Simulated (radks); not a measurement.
All-electron atom: I2+ in [Kr] 4d8 5s2 5p5 (not the ground configuration).

Method: Dirac Kohn-Sham, PBE, spin-unpolarised, spherical densities, finite nucleus; open shells are shared between the two j in proportion to 2j + 1; Fermi nuclear charge, rms radius 4.75 fm; computed with a radial shooting solver on a logarithmic mesh with Libxc functionals.

Energy parts (eV):
| part | energy |
|---|---|
| total | -193578.557 |
| kinetic | 205189.494 |
| electron-nucleus | -468656.144 |
| Hartree | 74785.276 |
| exchange-correlation | -4897.183 |

Orbitals (lengths in bohr, moments of r in powers of bohr):
orbital,occ.,eigenvalue (eV),<r^4>,<r^2>,small-component weight
1s1/2,2,-32998.79,2.643e-06,0.001005,3.81e-02
2s1/2,2,-5132.232,0.0004492,0.01613,8.15e-03
2p1/2,2,-4817.918,0.0002868,0.01193,8.17e-03
2p3/2,4,-4519.216,0.0003442,0.01322,7.76e-03
3s1/2,2,-1067.951,0.01929,0.1126,2.41e-03
3p1/2,2,-938.0508,0.01839,0.1073,2.36e-03
3p3/2,4,-881.7686,0.02116,0.1154,2.24e-03
3d3/2,4,-653.0738,0.01721,0.09702,2.13e-03
3d5/2,6,-641.2290,0.01799,0.09936,2.09e-03
4s1/2,2,-217.1555,0.5352,0.6052,7.06e-04
4p1/2,2,-171.3394,0.6553,0.6598,6.47e-04
4p3/2,4,-160.0030,0.7507,0.7061,6.13e-04
4d3/2,3.2,-85.6758,1.336,0.8985,4.82e-04
4d5/2,4.8,-83.8133,1.397,0.9186,4.74e-04
5s1/2,2,-40.7930,18.25,3.530,1.50e-04
5p1/2,1.66667,-29.0401,31.07,4.538,1.18e-04
5p3/2,3.33333,-27.4564,35.79,4.872,1.10e-04

The highest occupied level is 5p3/2 at -27.456 eV. The electron density at the nucleus is 2.491e+05 e/bohr^3. The density falls to 0.001 e/bohr^3 at r = 3.89 bohr.
